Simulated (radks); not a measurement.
Values are calculated unless marked as measured or tabulated.
The nuclear charge of the samarium ion Sm2+ is varied continuously with 60 electrons held in [Xe] 4f6. Code: a radial shooting solver on a logarithmic mesh with Libxc functionals. Model: scalar-relativistic Kohn-Sham, PBE, spin-polarised, spherical densities, finite nucleus; open shells are filled with parallel spins first (spin-orbit coupling, left out, can overturn this in heavy ions); Fermi nuclear charge, rms radius 5.0819 fm. By the Hellmann-Feynman theorem dE/dZ = E(electron-nucleus)/Z, the electronic potential at the nucleus (averaged over a nucleus of fixed radius). The scalar-relativistic energy here is not variational (the density holds large components alone), so the two differ by a part that grows with Z.

| Z | E (hartree) | E(electron-nucleus)/Z (hartree) | HOMO | e(HOMO) (eV) | <r> HOMO (bohr) |
|---|---|---|---|---|---|
| 61.5 | -10221.7772 | -404.173 | 4f | -9.576 | 1.060 |
| 61.75 | -10323.6518 | -406.545 | 4f | -13.145 | 1.013 |
| 62 | -10426.1268 | -408.913 | 4f | -17.008 | 0.9746 |
| 62.25 | -10529.2019 | -411.281 | 4f | -21.125 | 0.9422 |
| 62.5 | -10632.8769 | -413.648 | 4f | -25.469 | 0.9140 |
| 62.75 | -10737.1519 | -416.015 | 4f | -30.021 | 0.8889 |
| 63 | -10842.0273 | -418.383 | 4f | -34.768 | 0.8664 |

The central difference of E at Z = 62 is -411.100 hartree, to compare with the third column; the second derivative is -9.6 hartree.
